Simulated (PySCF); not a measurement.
# Excitation energy of Lu²⁺ by level of theory

Lu²⁺ [Xe] 4f14 6s1 (2S) → Lu²⁺ [Xe] 4f14 5d1 (2D), as a difference of total energies. Computed with PySCF 2.14 in cc-pVDZ-X2C (8s7p5d3f1g, 84 functions), with the spin-free X2C one-electron Hamiltonian (Gaussian nucleus). Correlated levels: valence: [Kr] 4d10 frozen; valence and next inner shell: [Ar] 3d10 frozen. The calculations carry no spin-orbit coupling.

| method | excitation energy (cm⁻¹) |
| --- | --- |
| UHF | 6676.1 |
| LDA | 7593.6 |
| PBE | 6775.3 |
| PBE0 | 5781.0 |
| r2SCAN | 4294.4 |
| revPBE | 6105.8 |
| M06-2X | 6285.1 |
| TPSS | 4620.3 |
| MP2 (valence) | 8851.6 |
| SCS-MP2 (valence) | 8818.6 |
| MP2 (valence and next inner shell) | 9281.4 |
| SCS-MP2 (valence and next inner shell) | 9187.4 |

Q: How much does correlation contribute at MP2 (valence and next inner shell)?

A: 9281.4 − (6676.1) = 2605.3 cm⁻¹, measured against UHF.

A first-order spin-orbit estimate (lowest level to lowest level, LS coupling) adds -0.264 eV.
